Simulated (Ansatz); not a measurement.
Calculated with Ansatz (gas phase, PBE0-D4/def2-TZVP geometries, no zero-point term in ΔE). CCSD(T)/CBS is the MP2 limit (def2-TZVPP, def2-QZVPP) plus CCSD(T) − MP2 in def2-TZVPP, frozen cores. One conformer a species, not always the lowest.

Reaction (formal exchange of groups at the Al–F bond): `[F][Al]1[CH2][SiH2][CH2]1` + `CC(C)Cl` → `[CH2]1[AlH][CH2][SiH2]1` + `CC(Cl)CF`

```json
{"level": "SCS-MP2/def2-QZVPP", "ΔE (kcal/mol)": "68.2"}
{"level": "CCSD/CBS(def2)", "ΔE (kcal/mol)": "67.3"}
```

**Question.** What does CCSD(T)/CBS give? (Best estimate.)

**Answer.** The calculation gave: +67.3 kcal/mol. The listed levels differ from it by 0.9, 0.0 kcal/mol.

Largest T1 diagnostic among the species: 0.012.

In def2-TZVPP, CCSD(T) changes the Hartree–Fock value by +2.1 kcal/mol (the triples alone add −0.0 kcal/mol) and MP2 by +5.0 kcal/mol.
